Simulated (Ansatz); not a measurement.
Cost and result for the atomization energy of `OC(O)[NH][SbH2]` (11 atoms, 10 bonds).

```xyz
11

O     0.309   -1.133   -1.128
C    -0.696   -0.682   -0.220
O    -0.642   -1.578    0.837
N    -0.504    0.616    0.299
Sb    1.314    0.968    1.178
H     0.258   -0.603   -1.928
H    -1.672   -0.718   -0.732
H    -0.375   -2.428    0.473
H    -0.851    1.338   -0.314
H     2.069    1.711   -0.183
H     0.792    2.509    1.717
```

Total charge 0; spin multiplicity 1. Correlated methods include outer-core shells of Sb, which these sets cover unevenly. Sb takes the def2 core potential. The structure was optimised at the PBE0-D4/def2-TZVP level. It is one conformer, not always the lowest. Program: Ansatz. All runs use 4 threads of an Arm Neoverse V1 on a shared host. Times are those of one run each, without the atoms' runs, and a repeat can differ threefold. Electronic energies, without spin–orbit coupling; frozen cores. CCSD(T)/CBS adds CCSD(T) − MP2 in def2-TZVPP to the MP2 limit, and its time is that of the two runs behind it. T1 = 0.013. With those shells the extrapolation isn't a true limit. B3LYP takes the VWN-RPA correlation (the form of Gaussian; ORCA's B3LYP/G). HSE06 is the plane-wave form, built on full-range PBE exchange.

CCSD(T)/CBS is a level of theory with its own doubt, some kJ/mol a heavy atom from the limit and from the frozen cores, so smaller differences don't rank the functionals.

```json
{"level": "LDA (SPW92)/def2-TZVPP", "functions": "258", "wall time": "1.4 s", "atomization (kJ/mol)": "4360.4", "difference from CCSD(T)/CBS": "689.6", "per bond": "69.0"}
{"level": "BLYP-D4/def2-TZVPP", "functions": "258", "wall time": "2.3 s", "atomization (kJ/mol)": "3704.9", "difference from CCSD(T)/CBS": "34.1", "per bond": "3.4"}
{"level": "PBE-D4/def2-TZVPP (with forces)", "functions": "258", "wall time": "2.9 s", "atomization (kJ/mol)": "3772.4", "difference from CCSD(T)/CBS": "101.6", "per bond": "10.2"}
{"level": "PBE0-D4/def2-TZVPP", "functions": "258", "wall time": "3.4 s", "atomization (kJ/mol)": "3645.3", "difference from CCSD(T)/CBS": "-25.5", "per bond": "-2.5"}
{"level": "HSE06-D4/def2-TZVPP", "functions": "258", "wall time": "3.6 s", "atomization (kJ/mol)": "3647.1", "difference from CCSD(T)/CBS": "-23.7", "per bond": "-2.4"}
{"level": "B3LYP-D4/def2-TZVPP (with forces)", "functions": "258", "wall time": "5.5 s", "atomization (kJ/mol)": "3669.7", "difference from CCSD(T)/CBS": "-1.1", "per bond": "-0.1"}
{"level": "PBE-QIDH/def2-TZVPP", "functions": "258", "wall time": "7 s", "atomization (kJ/mol)": "3584.1", "difference from CCSD(T)/CBS": "-86.7", "per bond": "-8.7"}
{"level": "ωB97X-V/def2-TZVPP", "functions": "258", "wall time": "9 s", "atomization (kJ/mol)": "3689.5", "difference from CCSD(T)/CBS": "18.7", "per bond": "1.9"}
{"level": "B97M-V/def2-TZVPP", "functions": "258", "wall time": "12 s", "atomization (kJ/mol)": "3673.4", "difference from CCSD(T)/CBS": "2.6", "per bond": "0.3"}
{"level": "CCSD(T)/def2-SVP", "functions": "112", "wall time": "12 s", "atomization (kJ/mol)": "3362.1", "difference from CCSD(T)/CBS": "-308.7", "per bond": "-30.9"}
{"level": "MP2/def2-QZVPP", "functions": "490", "wall time": "26 s", "atomization (kJ/mol)": "3669.1", "difference from CCSD(T)/CBS": "-1.7", "per bond": "-0.2"}
{"level": "CCSD(T)/def2-TZVPP", "functions": "258", "wall time": "6.1 min", "atomization (kJ/mol)": "3540.5", "difference from CCSD(T)/CBS": "-130.3", "per bond": "-13.0"}
{"level": "CCSD(T)/CBS(def2)", "functions": "–", "wall time": "6.5 min", "atomization (kJ/mol)": "3670.8", "difference from CCSD(T)/CBS": "0.0", "per bond": "0.0"}
```

From r2SCAN to r2SCAN0 (25 % exact exchange), in def2-TZVPP and without D4, the atomization energy moves by −100.1 kJ/mol: exact exchange takes away binding that semilocal exchange gives to molecules. Leaving LDA and LC-ωPBE aside and taking each functional with its dispersion term where it has one, the values, not all of them listed here, spread over 280.3 kJ/mol, from BHLYP-D4 to PBE-D4. LDA lies +612.5 kJ/mol from PBE without D4, its usual overbinding. The D4 term adds +39.8 kJ/mol with B3LYP and +20.7 kJ/mol with PBE0; it sums over pairs of atoms, weighted by their polarisabilities, and B3LYP, whose exchange is more repulsive, gets the larger term.
